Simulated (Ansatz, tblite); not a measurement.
Cost and result up the ladder for Cd6Te6H18 (30 atoms). Total charge 0; singlet. Geometry: PBE-D4/def2-SVP.

```xyz
30

Te    0.808   -3.267    2.273
Cd    2.503   -2.635    0.036
Cd   -2.382   -1.574   -2.117
Te    0.478   -1.312   -2.151
Te    3.857   -0.379    1.197
Cd    0.712    1.347   -3.208
Cd   -1.137   -1.352    3.178
Te   -2.515   -0.257    0.433
Te    0.686    0.741    3.930
Cd    2.361    1.964    1.936
Cd   -2.506    2.481   -0.436
Te    0.361    2.469   -0.588
H    -1.723   -3.918   -0.413
H    -0.257   -4.274    1.451
H     3.104   -3.711   -1.151
H    -2.245   -4.226   -0.889
H    -3.528   -2.229   -3.179
H     0.768   -2.156   -3.575
H     4.512    0.229   -0.226
H     3.500    1.050   -2.238
H     3.628    1.339   -2.942
H     0.951    1.995   -4.756
H    -2.682   -1.673    3.841
H    -4.169   -0.414    0.685
H    -0.448    1.977    4.040
H    -1.917    2.974    2.432
H     2.878    3.594    1.869
H    -3.708    3.634   -0.745
H    -2.469    3.498    2.308
H     0.578    4.085   -0.995
```

Ansatz on 2 threads of AMD EPYC 7R13 on a shared host and a share (18 GiB) of an NVIDIA H100 80GB HBM3; xTB runs through tblite on one thread. Times are rough, summed over both states, and most runs start from the orbitals of an earlier one. PBE0-D4/def2-TZVP serves as the yardstick here, not as an exact answer. The other state is a doublet.

In the def2 sets Cd, Te take a core potential; there is no spin–orbit coupling. The xTB rows come from tblite. Single mean-field runs in def2-TZVP are fitted with def2-universal-jkfit. In the singlet geometry the species has come apart into loosely held pieces. In the singlet, H20 and H21 lie 0.77 Å apart, H26 and H29 lie 0.77 Å apart, H13 and H16 lie 0.77 Å apart (atoms count from 1), so H2 has formed as a molecule. In the doublet geometry the species has come apart into loosely held pieces.

Run but left out: PBE-D4/def2-TZVP (charge +1 doublet: an occupied level 0.05 eV above an empty one).

Raw xTB energies of ions are shifted by several eV.

| level | functions | wall time | vertical IE (eV) | difference from PBE0-D4/def2-TZVP (eV) |
| --- | --- | --- | --- | --- |
| GFN1-xTB | 114 | 0.13 s | 10.99 | 3.19 |
| GFN2-xTB | 96 | 0.15 s | 11.45 | 3.65 |
| r2SCANh-D4/def2-TZVP | 648 | 31 s | 7.67 | -0.13 |
| PBE0-D4/def2-TZVP (with forces) | 648 | 35 s | 7.80 | 0.00 |
